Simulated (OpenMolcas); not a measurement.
GaCl (SMILES [Cl][Ga]): the electronic atomisation energy, rung by rung

GaCl has 2 atoms, charge 0, and is taken as a singlet. SMILES: `[Cl][Ga]`. The coordinates come from a PBE0-D4/def2-TZVP relaxation.

| atom | x (Å) | y (Å) | z (Å) |
| --- | --- | --- | --- |
| Cl | 0.0000 | 0.0000 | -0.0236 |
| Ga | 0.0000 | 0.0000 | 2.1922 |

Quantity: the electronic atomisation energy, in eV. The values are calculated. Electronic energies at fixed atoms, without zero-point motion or spin-orbit coupling.

| level | kind | program | value (eV) |
| --- | --- | --- | --- |
| HF/cc-pVTZ | Hartree–Fock | OpenMolcas | 3.61 |
| BLYP/cc-pVTZ | GGA | OpenMolcas | 4.73 |
| PBE/cc-pVTZ | GGA | OpenMolcas | 4.93 |
| M06-L/cc-pVTZ | meta-GGA | OpenMolcas | 5.14 |
| TPSS/cc-pVTZ | meta-GGA | OpenMolcas | 4.88 |
| r2SCAN/cc-pVTZ | meta-GGA | OpenMolcas | 4.91 |
| B3LYP/cc-pVTZ | global hybrid | OpenMolcas | 4.72 |
| PBE0/cc-pVTZ | global hybrid | OpenMolcas | 4.82 |

All-electron rows without a relativistic Hamiltonian named are non-relativistic. The values span 3.61 to 5.14 eV.
